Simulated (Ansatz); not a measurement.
The same path of ClF2H5N2Zr (11 atoms, charge 0, multiplicity 1) was run twice with different band settings.

These are results of RKS PBE0-D4/def2-SVP in Ansatz, not measurements.

Relaxed end points:

```xyz
11
Properties=species:S:1:pos:R:3
Zr -0.114 -0.054 0.196
Cl 0.472 -0.485 2.487
F 1.571 -0.160 -0.700
F -0.717 1.727 -0.213
N -0.960 -1.575 -0.845
H -1.905 -1.945 -0.871
H -0.396 -2.091 -1.519
N -2.349 -0.038 1.175
H -2.632 -0.932 1.577
H -3.077 0.256 0.522
H -2.355 0.636 1.943
```

```xyz
11
Properties=species:S:1:pos:R:3
Zr -0.227 -0.124 0.132
Cl 0.347 -0.620 2.426
F 1.573 0.182 -0.455
F -0.977 1.414 -0.747
N -0.856 -1.797 -0.805
H -0.573 -2.741 -0.548
H -1.277 -1.831 -1.732
N -2.369 0.175 1.237
H -3.150 0.160 0.580
H -2.417 1.070 1.725
H -2.535 -0.548 1.937
```

Common settings: movable images 5; climbing image yes; spring 5.0 eV/Å²; optimiser quadratic models (default); start path through a guess of the saddle point; iteration limit 60; end points relaxed.

| run | force threshold |
| --- | --- |
| 1 | 0.05 eV/Å |
| 2 | 0.5 eV/Å |

Question: What does each run give, and how far can it be trusted?

Answer: Run 1: converged after 18 iterations, highest image 0.066 eV above the first end. Beside the main top the profile has a ripple of under 15 meV (maxima at images 2, 5), which may be a very shallow well or noise. A vibrational analysis at the climbing image gives one clearly imaginary mode, 117i cm⁻¹: a first-order saddle point.
Run 2: converged after 7 iterations, highest image 0.076 eV above the first end. The threshold of 0.5 eV/Å is loose, so the images may lie well off the minimum-energy path. The order of the point at the top wasn't checked.
